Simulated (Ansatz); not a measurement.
`OC(=S)OC[SiH3]`, charge 0, multiplicity 1.

**Question.** Give a relaxed structure at PBE0-D4/def2-TZVP (Ansatz 0.2.0). (Estimate.)

**Answer.** The calculation gave: 
```xyz
12

O     0.6056    2.1898    0.4226
C     1.4619    1.1806    0.2727
S     3.0847    1.3378    0.3608
O     0.8639    0.0318    0.0442
C    -0.5731   -0.0284   -0.0203
Si   -1.0568   -1.8221   -0.3779
H     1.1489    2.9733    0.5831
H    -1.0013    0.3139    0.9259
H    -0.9377    0.6406   -0.8047
H    -0.4816   -2.2502   -1.6761
H    -0.5735   -2.7033    0.7126
H    -2.5410   -1.8638   -0.4429
```
Point group Cs.
This is one stationary point; other conformers may exist.
